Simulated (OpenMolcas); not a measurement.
Pt3+ (d7) among equal point charges was computed by CASSCF with the d shell active (OpenMolcas, ANO-RCC-VDZP on the metal). Its lowest spin-free states, and all those of the highest spin:

| 2S+1 | Degeneracy | E (cm-1) |
| --- | --- | --- |
| 4 | 1 | 0.0 |
| 4 | 3 | 1716 |
| 4 | 3 | 3040 |
| 4 | 3 | 15425 |
| 2 | 2 | 15756 |
| 2 | 3 | 15935 |
| 2 | 1 | 16167 |
| 2 | 3 | 16651 |
| 2 | 3 | 20039 |
| 2 | 3 | 20416 |
| 2 | 2 | 21248 |
| 2 | 3 | 21399 |

**Question.** Is the site octahedral, tetrahedral or cube-like, axial, or of lower symmetry?

**Answer.** The states with 2S+1 = 4 have orbital degeneracies 1, 3, 3, 3. Threefold states need a cubic site. For d7 at this spin an octahedron puts the threefold T1 below the threefold T2 and a tetrahedron or cube puts the single A2 below the threefold T2, so the site is a tetrahedron or a cube, which this pattern cannot tell apart. The first gap at this spin, 1720 cm-1, is |10Dq| in ligand-field theory. The run had Pt3+ among 4 point charges of -0.8 e arranged as a tetrahedron (Td), 2.04 Å from the ion.

Spin-orbit coupling mixes the spin-free states strongly: the lowest level takes only 39 % from its leading state, 4T2, which lies 1716 cm-1 above the lowest spin-free state. Without dynamic correlation the repulsion within the d shell is too large (B by tens of per cent), so at a given field states of lower spin stand too high. The ground term spreads over less than 5000 cm-1, several times less than with real ligands, so orbital moments are less quenched and χT lies further from the spin-only value than at real sites. Point charges carry no covalency, so the field is a model and not that of real ligands. No measured value stands beside these numbers.
